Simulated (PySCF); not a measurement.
H₄P, SMILES [PH4+], charge +1. Atoms are numbered in the order given.

```xyz
5

P      0.0000     0.0000     0.0000
H      0.8064    -0.8064    -0.8064
H     -0.8064    -0.8064     0.8064
H     -0.8064     0.8064    -0.8064
H      0.8064     0.8064     0.8064
```
Charge +1, spin multiplicity 1.

The structure is a stationary point at TPSSh-D3(BJ)/def2-TZVPD. The isomer is the one that the SMILES or the coordinates give; other isomers of the formula were not compared.

The numbers are results of PBE/def2-TZVPD in PySCF, not measurements.

Computed frontier levels, gap, dipole moment and polarisability:
```
Quantity                                                          Result
------------------------------------------------  ----------------------
highest occupied level                                         -17.76 eV
lowest empty level                                              -7.13 eV
orbital gap                                                     10.63 eV
dipole moment about the centre of nuclear charge               0.000 e·Å
mean static polarisability                          21.0 bohr³ (3.12 Å³)
polarisability, principal values                  21.0, 21.0, 21.0 bohr³
```
